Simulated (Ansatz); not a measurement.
```yaml
crystal:
  periodic: [false, false, false]
  atoms:
    - {symbol: Na, position_ang: [-0.686214, 0.795301, 1.563072]}
    - {symbol: Na, position_ang: [-0.294499, -1.859112, 0.060426]}
    - {symbol: Na, position_ang: [-0.868061, 0.724479, -1.506043]}
    - {symbol: Na, position_ang: [1.848789, 0.339314, -0.117460]}
    - {symbol: H, position_ang: [0.904755, -0.754971, 1.569500]}
    - {symbol: H, position_ang: [-1.926753, -0.353574, 0.122313]}
    - {symbol: H, position_ang: [0.306878, 1.937499, -0.062865]}
    - {symbol: H, position_ang: [0.715095, -0.828935, -1.628943]}
basis:
  gaussian: {orbitals: def2-TZVP}
total_charge: 1
magnetization: {spin_polarized: true, initial_magnetization: 1}
hamiltonian: {xc: {name: r2SCAN}, dispersion: d3bjatm}
scf: {omitted_lower_state_checks: [starts]}
```

```sh
$ ansatz run in.yaml --threads 2 --pin off --events-out ev --progress --plain --max-ram 4352MiB
```

Shortened log:

```
Functional definition: r2SCAN
1284 factors; their error is unknown
mean field evaluation 1: about -17716.6075 eV, gradient 2.0e1 eV
mean field evaluation 2: about -17715.6042 eV, gradient 1.8e1 eV
mean field evaluation 4: about -17718.4783 eV, gradient 9.1e0 eV
mean field evaluation 8: about -17718.8964 eV, gradient 7.2e0 eV
mean field evaluation 16: about -17719.7667 eV, gradient 3.5e-4 eV
mean field -17719.76668531 eV, -651.1894147959 hartree, gradient 2.5e-5 eV, S^2 0.763623; 0 other end points of the search recorded, 0 dependent functions left out
reference -17719.76672577 eV, -651.1894162829 hartree; 24, 23 occupied and 128, 129 virtual orbitals, 1284 factors
Total energy: -17719.81895938 eV, -651.1913358325 hartree
Checks for a lower state left out: starts
```

Run time 8 s (2 threads of Intel Xeon 6975P-C on a shared host).
